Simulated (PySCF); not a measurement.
# Radial density of Ge²⁺ (germanium, charge +2)

HSE06, [Ar] 3d10 4s1 4p1, high-spin 3P determinant (an excited configuration). All numbers are calculated (PySCF 2.14, scalar relativity through the core potential, in aug-cc-pwCVDZ-PP with ECP10MDF (6s5p4d1f, 48 functions)). This is the valence pseudo-density: the core potential removes the inner electrons and smooths the orbitals near the nucleus.

| r (bohr) | 4πr²ρ (e/bohr) | 4πr²(ρα − ρβ) |
| --- | --- | --- |
| 0.00111 | 1.167e-05 | 0.0000 |
| 0.00186 | 3.289e-05 | 0.0000 |
| 0.00313 | 9.201e-05 | 0.0000 |
| 0.00527 | 0.0002524 | 0.0000 |
| 0.00886 | 0.0006572 | 0.0000 |
| 0.0149 | 0.001521 | 0.0001 |
| 0.0251 | 0.003056 | 0.0002 |
| 0.0422 | 0.008483 | 0.0003 |
| 0.0709 | 0.06541 | 0.0001 |
| 0.119 | 0.6409 | -0.0021 |
| 0.201 | 4.166 | -0.0056 |
| 0.338 | 17.40 | 0.0873 |
| 0.568 | 28.19 | 0.1069 |
| 0.955 | 10.77 | 0.1523 |
| 1.61 | 2.126 | 1.1225 |
| 2.70 | 0.6486 | 0.6222 |
| 4.55 | 0.03082 | 0.0308 |
| 7.65 | 5.742e-05 | 0.0001 |

Energies and moments cover only the electrons outside the core potential.

Q: Where is the radial spin density 4πr²(ρα − ρβ) most negative, and why is it negative at all?

A: Around r = 0.201 bohr, down to -0.0056 e/bohr: exchange with the open shell polarises the paired shells in an unrestricted calculation.
